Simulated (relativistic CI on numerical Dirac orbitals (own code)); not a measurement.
## Spin-allowed bands of a d2 ion in an octahedral site, by hand

Problem. Take Δ = 8820 cm⁻¹ and B = 980 cm⁻¹ for a d2 ion in an octahedral site. Calculate the three spin-allowed bands.

Working.
1. The terms of highest spin are 3F (energy 0) and 3P (15B = 14700 cm⁻¹). Here the F term splits into A2 at +1.2Δ = 10584, T2 at +0.2Δ = 1764 and T1 at −0.6Δ = -5292 cm⁻¹.
2. The two T1 states mix through the element 0.4Δ: H = [[-5292, 3528], [3528, 14700]], with roots ½(H₁₁ + H₂₂) ∓ ½√[(H₂₂ − H₁₁)² + 4H₁₂²] = ½(9408) ∓ ½(21201) = -5896 and 15304 cm⁻¹.
3. The ground term is 3T1 at -5896 cm⁻¹.
4. Bands: 3T2 7660 cm⁻¹ (1305 nm), 3A2 16480 cm⁻¹ (607 nm), 3T1(P) 21201 cm⁻¹ (472 nm).

Check. Exact diagonalisation of the whole d2 shell with these parameters gives 3T2 7660, 3A2 16480, 3T1 21201 cm⁻¹. The match is exact, since without spin-orbit coupling no other term has this spin. The ratio of the second band to the first, 2.151, depends on Δ/B = 9.0 alone, which is how a Tanabe-Sugano diagram is read.
